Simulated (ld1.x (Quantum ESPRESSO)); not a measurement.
# What one change does to a pseudopotential (iodine (I), TM)

- Element: I (Z = 53)
- Generator: ld1.x (Quantum ESPRESSO) 7.5
- Type: norm-conserving Troullier–Martins (Kleinman–Bylander form)
- Functional: PBEsol
- Relativity: scalar-relativistic
- Frozen core: [Kr] 4d10
- Valence charge: 7
- Reference configuration: 5s1.75 5p5.25
- Partial waves: 5p (bound): rc 1.80 bohr; 5d channel at 0.3 Ry: rc 1.95 bohr; 5s (bound): rc 1.80 bohr
- Local potential: the s channel
- Core correction: Bessel-smoothed model core, default radius (core density twice the valence density)

All-electron outer shells of the reference configuration (PBEsol, scalar-relativistic, ld1.x):

```csv
shell,level (eV),outermost node (bohr),outermost maximum (bohr)
4p,-127.72,0.37,0.72
4d,-50.54,0.35,0.78
5s,-17.63,0.88,1.70
5p,-7.23,0.96,2.02
```

Change: wave 5s (bound): rc 1.80 bohr becomes 5s (bound): rc 1.40 bohr.

Cutoffs: the cutoffs (Ry, on a coarse ladder) from which the occupation-weighted sum of valence levels, in a spherical-Bessel basis at the reference potential, stays within 10 and 1 mRy of its value at 400 Ry; they do not see the model core or the augmentation charge, which bear on the density cutoff. Errors are all-electron minus pseudo energies relative to the spin-unpolarised reference configuration.

Problem. Predict the effect on cutoff, ghosts and configuration errors.

Solution. The potential gets harder (35 Ry and 70 Ry → 70 Ry and 140 Ry); both files keep a bound ghost (d); of the 7 tests that both files solve, the error grows in 5 and shrinks in 1 by more than 15 % and 0.3 meV (median size 4.5 → 8.4 meV); the range in which the s phases agree narrows (upper end 3.7 → 1.5). A smaller radius makes the pseudo-wave follow the all-electron one further in, where it bends more sharply, so more plane waves are needed.

```tsv
quantity	base	changed
cutoff, loose	35 Ry	70 Ry
cutoff, tight	70 Ry	140 Ry
loose cutoff by channel (10 mRy a level)	p 12 Ry, s 25 Ry	p 12 Ry, s 40 Ry
bound ghosts	d	d
error for 5s2 5p5, meV [ΔE -2.59 eV]	-0.2	-0.7
error for 5s2 5p4, meV [ΔE 8.56 eV]	-2.8	-4.0
error for 5s2 5p3, meV [ΔE 28.44 eV]	-12	-14
error for 5s1 5p5, meV [ΔE 19.57 eV]	-9.3	-15
error for 5s1 5p6, meV [ΔE 7.85 eV]	-4.5	-8.4
error for 5s2 5p5.3, meV [ΔE -4.38 eV]	+0.3	-0.1
error for 5s2 5p1, meV [ΔE 97.32 eV]	-125	-104
s: phases at 2.14 bohr within 0.05 rad from the reference energy up to (Ry; the scan ends near 5)	3.7	1.5
p: phases at 2.14 bohr within 0.05 rad from the reference energy up to (Ry; the scan ends near 5)	to the end of the scan	to the end of the scan
d: phases at 2.14 bohr within 0.05 rad from the reference energy up to (Ry; the scan ends near 5)	1.2	1.3
```

 A true bound ghost makes a file unfit for plane-wave use even where its test errors are small: the radial tests pick states by their node count and pass the ghost by.
